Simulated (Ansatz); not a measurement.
Ideal-gas functions of `FC(F)O[SiH3]` at 298.15 K and 1 bar, from an Ansatz frequency run at PBE0-D4/def2-TZVP.

Molar mass 98.12 g/mol, point group C1 (symmetry number 1), electronic degeneracy 1, moments of inertia 69.265, 187.849, 213.63 u Å². Harmonic wavenumbers (cm⁻¹, unscaled): 52, 94, 156, 496, 514, 657, 715, 744, 806, 946, 957, 958, 1087, 1114, 1268, 1372, 1405, 2254, 2260, 2275, 3127.

Use S(trans) = R[1.5 ln M + 2.5 ln T − 1.1517]; rotational temperatures θ = 24.2544 K / I; S(rot) = R[ln(√π/σ · √(T³/θAθBθC)) + 1.5]; for each mode x = 1.438777 ν̃/T, S = R[x/(eˣ − 1) − ln(1 − e⁻ˣ)] and H = RT x/(eˣ − 1); 1 cm⁻¹ = 0.0119627 kJ/mol; R = 8.31446 J/(mol·K).

**Question.** By hand: the entropy, in J/(mol·K).

**Answer.** Translation 166.1. Rotation: θ = 0.3502, 0.1291, 0.1135 K, giving 110.2. Vibration, mode by mode: 19.83, 14.96, 10.87, 2.80, 2.61, 1.51, 1.21, 1.08, 0.85, 0.49, 0.47, 0.46, 0.28, 0.25, 0.13, 0.08, 0.07, 0.00, 0.00, 0.00, 0.00, in all 57.9. Electronic 0.0. Sum 334.2 J/(mol·K).

**Question.** By hand: H − E and G − E in kJ/mol, counted from the electronic energy.

**Answer.** Zero-point energy ½ × 23257 × 0.0119627 = 139.1; thermal vibration 8.6; translation, rotation and pV give 4 RT = 9.9. H − E = 157.6 kJ/mol, and G − E = 157.6 − 298.15 × 334.2/1000 = 58.0 kJ/mol.

Vibration gives 17 % of the entropy, 34.8 J/(mol·K) of it from the modes under 150 cm⁻¹: soft modes count most, and the harmonic formula is weakest for them. The sum counts one conformer and one mirror image; others add a mixing term.
